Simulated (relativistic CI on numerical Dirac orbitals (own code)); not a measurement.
Method of calculation: Dirac-Coulomb-Breit CI, separate exchange-only KLI orbitals for each configuration, model QED (radiative potential, 1s self-energy scaled to tabulated hydrogen-like ionisation energies), unscaled Slater integrals (own radial code, finite nucleus).

The strongest absorption lines from the ground level of an ion, among the configurations computed and to levels below about 126 eV (vacuum wavelength in Å, gf): 105.83 (0.55), 105.97 (0.61), 106.64 (1.5), 116.72 (0.26), 117.41 (0.44), 117.84 (0.45), 118.57 (0.98), 128.60 (1.3).

Problem. Which ion is it?
A. Ge11+
B. Ni7+
C. Zn9+
D. Ge13+

Solution. A. Ge11+ has 21 electrons and the ground level 3s2 3p6 3d3 4F_3/2; the strongest line goes to 3s2 3p5 3d4 4D°_1/2. The pattern of lines fixes the number of electrons, and along that sequence the line energies rise steadily with the charge (about as its square where n changes within one kind of shell, about linearly where n is kept but much faster in heavy ions where fine structure, which grows about as Z⁴, sets the gap, and irregularly where shells cross), which fixes Z. Configurations outside the model, such as inner-shell arrays, can give stronger lines. At this charge energies of transitions that change n are usually good to better than 1 %, and those within a shell (Δn = 0) to a few per cent. Terms inside the open d or f shell come out 10 to 20 % too wide with unscaled integrals.

LS names give the leading component of a level, which can be under half, so a name can repeat, a term be missing and a line seem to break the LS rules.
